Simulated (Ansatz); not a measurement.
Species: sum formula SiNHF₃, net charge 0, doublet state. It need not be the lowest isomer of its formula. 
Coordinates optimised at B3LYP-D3(BJ)/def2-TZVP (Ansatz, an electronic-structure program):
SMILES: [NH][Si](F)(F)F
```xyz
6

N      1.5498     0.3290    -0.7276
Si     0.0119     0.0097    -0.0115
F     -0.5048    -1.4378    -0.3748
F      0.0657     0.1545     1.5602
F     -1.0404     1.0457    -0.5537
H      2.2995    -0.2995    -0.4315
```
Charge 0, spin multiplicity 2.

Computed values are from Ansatz. Correlated levels leave the core frozen unless marked. Open shells are spin-unrestricted. No spin-orbit coupling. No relativistic terms. CBS(X,Y): correlation extrapolated as X^-3; Hartree-Fock from the larger set.

```
Item                                                                  Result
---------------------  -----------------------------------------------------
atomisation energy De  2474.1 kJ/mol at CCSD(T)/CBS(cc-pV(T+d)Z,cc-pV(Q+d)Z)
total energy            -643.9100 Eh at CCSD(T)/CBS(cc-pV(T+d)Z,cc-pV(Q+d)Z)
dipole moment                              1.81 D at CCSD(T)/aug-cc-pV(D+d)Z
T1 diagnostic                                      0.012 at CCSD/cc-pV(Q+d)Z
```
